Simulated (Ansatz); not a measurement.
Ansatz (an electronic-structure program) input:

Ansatz 0.2 input:
```yaml
crystal:
  periodic: [false, false, false]
  atoms:
    - {symbol: Hf, position_ang: [-0.00000000, -0.00000000, -0.02516637]}
    - {symbol: H, position_ang: [0.00000000, 0.00000000, 1.81197847]}
basis:
  gaussian:
    orbitals: def2-TZVP
hamiltonian:
  xc: b3lyp
  dispersion: d3bj
magnetization: {spin_polarized: true, initial_magnetization: 1}
phonons: {temperatures: {t_min: 298.15, t_max: 298.15, t_step: 100}}
```

Task: Predict the final energy.

Result: -48.48376 Eh (B3LYP-D3(BJ)/def2-TZVP). The basis has 46 functions.

The spin state was set by rule; other spins were not relaxed.
